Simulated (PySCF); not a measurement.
C₃H₈NO, SMILES C([NH+](C)C)=O, charge +1. Geometry optimised at PBE0-D3(BJ)/def2-SVP. The isomer is the one that the SMILES or the coordinates give; other isomers of the formula were not compared. Other conformers were not sampled.

Computed equilibrium geometry at PBE0-D3(BJ)/def2-SVP (PySCF confirms it by a frequency run) as bond lengths and angles (one conformer of several):
Atoms: C1 N2 C3 C4 O5 H6 H7 H8 H9 H10 H11 H12 H13. Bond lengths (Å): C1–N2 1.495, C1–H6 1.097, C1–H7 1.098, C1–H8 1.097, N2–C3 1.488, N2–C4 1.529, N2–H9 1.031, C3–H10 1.096, C3–H11 1.096, C3–H12 1.096, C4–O5 1.172, C4–H13 1.110. Bond angles (°): N2–C1–H6 108.6, N2–C1–H7 109.5, N2–C1–H8 108.8, H6–C1–H7 110.3, H6–C1–H8 110.0, H7–C1–H8 109.7, C1–N2–C3 113.5, C1–N2–C4 109.7, C1–N2–H9 107.4, C3–N2–C4 112.0, C3–N2–H9 108.4, C4–N2–H9 105.5, N2–C3–H10 108.7, N2–C3–H11 109.2, N2–C3–H12 108.3, H10–C3–H11 109.4, H10–C3–H12 110.5, H11–C3–H12 110.7, N2–C4–O5 120.3, N2–C4–H13 111.4, O5–C4–H13 128.3.
Charge +1, spin multiplicity 1.
